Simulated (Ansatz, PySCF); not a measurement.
ClF3H2Si2, SMILES F[Si](F)(F)[SiH2]Cl. Atoms are numbered in the order given.

```xyz
8

Si    -1.0508    -0.2267    -0.1267
F     -1.8620    -1.4088    -0.8626
F     -1.5408     1.1644    -0.7701
F     -1.4985    -0.2274     1.4189
Si     1.2489    -0.5246    -0.3607
Cl     2.1709     1.0505     0.6315
H      1.6572    -1.8145     0.2532
H      1.6186    -0.4987    -1.7995
```
Charge 0, spin multiplicity 1.

Geometry optimised at B3LYP-D3(BJ)/def2-SVP. This is a generated structure with no PubChem entry under its InChIKey; it may be hypothetical. The values are those of a single conformer.

Two levels are set side by side: PBE-D3(BJ)/def2-SVP (Ansatz, a program for electronic structure) and B3LYP-D3(BJ)/def2-SVP (Ansatz). Each level has its own optimised geometry; the coordinates shown are those of the second. Frequencies come from the Hessian of PySCF at each geometry. Differences are taken from unrounded values.

```
quantity                            B3LYP-D3(BJ)  PBE-D3(BJ)  PBE-D3(BJ) minus B3LYP-D3(BJ)
----------------------------------  ------------  ----------  -----------------------------
mean bond length (Å)                       1.744       1.755                          0.011
bond Si1–F2 (Å)                            1.612       1.624                          0.012
bond Si1–F3 (Å)                            1.609       1.622                          0.012
bond Si1–F4 (Å)                            1.609       1.622                          0.012
bond Si1–Si5 (Å)                           2.331       2.337                          0.006
bond Si5–Cl6 (Å)                           2.077       2.080                          0.003
bond Si5–H7 (Å)                            1.486       1.500                          0.014
bond Si5–H8 (Å)                            1.486       1.500                          0.014
highest harmonic wavenumber (cm⁻¹)          2254        2191                            -63
mean harmonic wavenumber (cm⁻¹)              700         677                            -23
zero-point energy (kcal/mol)               18.02       17.42                          -0.60
```

Exact exchange shortens and stiffens bonds; PBE has none. Differences between two approximate levels are no errors against the true value.
